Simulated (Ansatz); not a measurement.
C2H5ClO2Si can be A, `Cl[SiH2]OC1CO1`, or B, `CC(=O)O[SiH2]Cl`.

Calculated with Ansatz (gas phase, PBE0-D4/def2-TZVP geometries, no zero-point term in ΔE). CCSD(T)/CBS adds triple-zeta CCSD(T) − MP2 to the extrapolated MP2 energy (def2 sets, frozen cores). Functionals use def2-TZVPP. B3LYP here is the variant with VWN-RPA as its local correlation; programs differ in this. One conformer a species, not always the lowest.

A:

```xyz
11

Cl   -2.993    0.305   -0.643
Si   -1.570   -1.045   -0.039
O    -0.089   -0.583   -0.574
C     0.513    0.624   -0.300
C     1.867    0.632    0.222
O     0.734    0.932    1.046
H    -1.632   -1.109    1.435
H    -1.832   -2.342   -0.688
H     0.131    1.443   -0.906
H     2.531    1.469    0.024
H     2.339   -0.325    0.424
```

B:

Z-matrix (Å, degrees):
```
C
C 1 1.491
H 1 1.092 2 109.5
H 1 1.092 2 109.5 3 -117.2
H 1 1.087 2 110.0 3 121.4
O 2 1.207 1 125.9 3 -121.2
O 2 1.342 1 113.6 3 58.8
Si 7 1.689 2 112.9 1 -180.0
Cl 8 2.045 7 103.2 2 -180.0
H 8 1.472 7 111.0 2 64.5
H 8 1.472 7 111.0 2 -64.5
```

(1) Which is lower in electronic energy at CCSD(T)/CBS, and by how much? (Estimate.)

(2) Give E(B) − E(A) in kJ/mol with B2PLYP, PBE0-D4, ωB97M-V, r2SCAN-D4, B3LYP, PBE-D4, CCSD/def2-TZVPP. (Best estimate.)

Largest T1 diagnostic: 0.014.

## Answers

(1) Ansatz gave: B, by 179.3 kJ/mol.

(2) Ansatz gave: B2PLYP -185.4, PBE0-D4 -173.7, ωB97M-V -179.7, r2SCAN-D4 -182.0, B3LYP -184.5, PBE-D4 -175.1, CCSD/def2-TZVPP -179.1. None reverses the order clearly.

In def2-TZVPP, CCSD(T) changes the Hartree–Fock value by +14.9 kJ/mol (the triples alone add −1.1 kJ/mol) and MP2 by +15.6 kJ/mol.
